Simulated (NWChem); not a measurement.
System: trans-dichloroethylene (C$_{2}$H$_{2}$Cl$_{2}$); SMILES Cl/C=C/Cl

NWChem input:

```
start job
memory heap 200 mb stack 900 mb global 1100 mb
geometry units angstroms
  Cl     0.043724    -2.147511     0.000000
  C     -0.442876    -0.497842     0.000000
  C      0.442876     0.497842     0.000000
  Cl    -0.043724     2.147511     0.000000
  H     -1.522662    -0.333993     0.000000
  H      1.522662     0.333993     0.000000
end
basis spherical
  * library 3-21g
end
dft
  xc b3lyp
  iterations 150
end
driver
  maxiter 120
end
task dft optimize
task dft freq
```

B3LYP is NWChem's, with the RPA form of VWN correlation.

The level has its own optimisation; frequencies are unscaled.

Problem. Give the results of this calculation. (B3LYP/3-21G.) Quantities: r C–Cl (Å); r C–C (Å); r C–H (Å); highest harmonic frequency (cm⁻¹); lowest (cm⁻¹); zero-point energy (kcal/mol).

Solution. 
```json
{
  "r C–Cl (Å)": "1.829",
  "r C–C (Å)": "1.315",
  "r C–H (Å)": "1.078",
  "highest harmonic frequency (cm⁻¹)": "3292",
  "lowest (cm⁻¹)": "203",
  "zero-point energy (kcal/mol)": "21.1"
}
```
